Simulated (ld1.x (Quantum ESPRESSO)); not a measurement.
## Cutoff test, chromium, TM

chromium, norm-conserving Troullier–Martins (Kleinman–Bylander form), made with ld1.x (Quantum ESPRESSO) 7.5 (LDA (PZ), scalar-relativistic). Core [Ne], reference 3s2 3p6 3d5 4s0.5 4p0 (charge +0.5). Waves: 3s (bound): rc 1.55 bohr; 3d (bound): rc 1.45 bohr; 3p (bound): rc 0.90 bohr. Local part: the p channel. Core correction: a·sin(br)/r model core, default radius (core density twice the valence density).

Occupied shells without a wave of their own: 4s. They enter only through the test configuration that unscreens the potential, and ld1.x also counts them in the model core charge.

The pseudo-atom Hamiltonian at the reference potential is diagonalised in spherical Bessel functions j_l(qr) that vanish at 20 bohr, with q² up to the cutoff. All-electron valence levels (Ry): 3s -5.6528, 4s -0.5229, 3d -0.4761, 3p -3.5806, 4p -0.2572.

How do the lowest levels (Ry) of each channel move with the cutoff, and are there ghosts?

```json
{"cutoff (Ry)": "8", "s #1": "-5.3721", "s #2": "-0.4885", "s #3": "-0.0876", "d #1": "-0.0625", "d #2": "0.0219", "p #1": "-1.7412", "p #2": "-0.1645", "p #3": "-0.0168", "f #1": "0.0323", "f #2": "0.1415", "Σ f·Δε (mRy)": "13696.0"}
{"cutoff (Ry)": "18", "s #1": "-5.6405", "s #2": "-0.5455", "s #3": "-0.0975", "d #1": "-0.0752", "d #2": "0.0121", "p #1": "-3.0246", "p #2": "-0.2277", "p #3": "-0.0335", "f #1": "0.0323", "f #2": "0.1415", "Σ f·Δε (mRy)": "5367.2"}
{"cutoff (Ry)": "30", "s #1": "-5.6454", "s #2": "-0.5483", "s #3": "-0.0980", "d #1": "-0.1006", "d #2": "-0.0011", "p #1": "-3.4936", "p #2": "-0.2521", "p #3": "-0.0388", "f #1": "0.0323", "f #2": "0.1415", "Σ f·Δε (mRy)": "2414.9"}
{"cutoff (Ry)": "50", "s #1": "-5.6524", "s #2": "-0.5486", "s #3": "-0.0981", "d #1": "-0.2872", "d #2": "-0.0289", "p #1": "-3.5683", "p #2": "-0.2571", "p #3": "-0.0398", "f #1": "0.0323", "f #2": "0.1415", "Σ f·Δε (mRy)": "1019.4"}
{"cutoff (Ry)": "70", "s #1": "-5.6526", "s #2": "-0.5487", "s #3": "-0.0982", "d #1": "-0.4366", "d #2": "-0.0353", "p #1": "-3.5704", "p #2": "-0.2571", "p #3": "-0.0398", "f #1": "0.0323", "f #2": "0.1415", "Σ f·Δε (mRy)": "259.1"}
{"cutoff (Ry)": "110", "s #1": "-5.6528", "s #2": "-0.5487", "s #3": "-0.0982", "d #1": "-0.4758", "d #2": "-0.0364", "p #1": "-3.5796", "p #2": "-0.2575", "p #3": "-0.0399", "f #1": "0.0323", "f #2": "0.1415", "Σ f·Δε (mRy)": "7.7"}
{"cutoff (Ry)": "160", "s #1": "-5.6528", "s #2": "-0.5488", "s #3": "-0.0982", "d #1": "-0.4760", "d #2": "-0.0364", "p #1": "-3.5804", "p #2": "-0.2576", "p #3": "-0.0399", "f #1": "0.0323", "f #2": "0.1415", "Σ f·Δε (mRy)": "2.0"}
{"cutoff (Ry)": "260", "s #1": "-5.6528", "s #2": "-0.5488", "s #3": "-0.0982", "d #1": "-0.4761", "d #2": "-0.0364", "p #1": "-3.5807", "p #2": "-0.2576", "p #3": "-0.0399", "f #1": "0.0323", "f #2": "0.1415", "Σ f·Δε (mRy)": "0.1"}
{"cutoff (Ry)": "400", "s #1": "-5.6528", "s #2": "-0.5488", "s #3": "-0.0982", "d #1": "-0.4761", "d #2": "-0.0364", "p #1": "-3.5807", "p #2": "-0.2576", "p #3": "-0.0399", "f #1": "0.0323", "f #2": "0.1415", "Σ f·Δε (mRy)": "0.0"}
```

Result: no extra level below or beside the all-electron valence levels (s, d, p, f tested); 10 mRy is reached at 110 Ry and 1 mRy at 200 Ry.

The potential misses its own reference levels by up to 0.4 eV. ld1.x takes every shell without a wave as core, so the model core holds the 4s electrons as well and exchange and correlation see them twice. This cancels in the reference configuration, but the file is broken for other ones, and its errors say nothing about a proper core correction. Its largest configuration-test error is -490 meV.
